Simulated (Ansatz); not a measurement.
**Abstraction of Br: C4H9Br + SnH3 → C4H9 + SnH3Br**

Species: C4H9Br (2-bromo-2-methylpropane) `CC(C)(C)Br`, singlet; SnH3 `[SnH3]`, doublet; C4H9 `C[C](C)C`, doublet; SnH3Br `[Br][SnH3]`, singlet. A radical takes Br: the energy is the difference in strength between the C–Br bond broken and the Sn–Br bond made.

Shapes, held fixed at every level: PBE0-D4/def2-TZVP. Programs: Ansatz 0.2.0. The zero-point and thermal change to 298 K, harmonic and unscaled (PBE0-D4/def2-TZVP), is -3.6 kJ/mol.

```json
{"level": "HF/def2-SVP", "kind": "Hartree–Fock", "ΔH(298 K) (kJ/mol)": "-87.0", "less CCSD(T)/def2-TZVPP": "-55.0"}
{"level": "HF/def2-TZVPP", "kind": "Hartree–Fock", "ΔH(298 K) (kJ/mol)": "-88.5", "less CCSD(T)/def2-TZVPP": "-56.5"}
{"level": "BHLYP-D4/def2-TZVPP", "kind": "global hybrid", "ΔH(298 K) (kJ/mol)": "-62.4", "less CCSD(T)/def2-TZVPP": "-30.4"}
{"level": "MP2/def2-SVP", "kind": "perturbation theory", "ΔH(298 K) (kJ/mol)": "-27.3", "less CCSD(T)/def2-TZVPP": "+4.7"}
{"level": "CCSD(T)/def2-SVP", "kind": "coupled cluster or CI", "ΔH(298 K) (kJ/mol)": "-35.7", "less CCSD(T)/def2-TZVPP": "-3.7"}
{"level": "CCSD/def2-SVP", "kind": "coupled cluster or CI", "ΔH(298 K) (kJ/mol)": "-43.1", "less CCSD(T)/def2-TZVPP": "-11.1"}
{"level": "CCSD/def2-TZVPP", "kind": "coupled cluster or CI", "ΔH(298 K) (kJ/mol)": "-39.7", "less CCSD(T)/def2-TZVPP": "-7.7"}
{"level": "CCSD(T)/def2-TZVPP", "kind": "coupled cluster or CI", "ΔH(298 K) (kJ/mol)": "-32.0", "less CCSD(T)/def2-TZVPP": "0.0"}
```

The highest level, CCSD(T)/def2-TZVPP, gives ΔH(298 K) = -32.0 kJ/mol; the levels span -88.5 to -27.3. The column of differences is taken from that level and isn't an error. No measured value is set beside it here. Open shells run unrestricted unless RO is named. For atoms past krypton def2 sets carry core potentials with scalar relativity. Relativity is left out for Br unless named. Correlated rows may include outer-core shells of Br, Sn, which these sets cover unevenly.
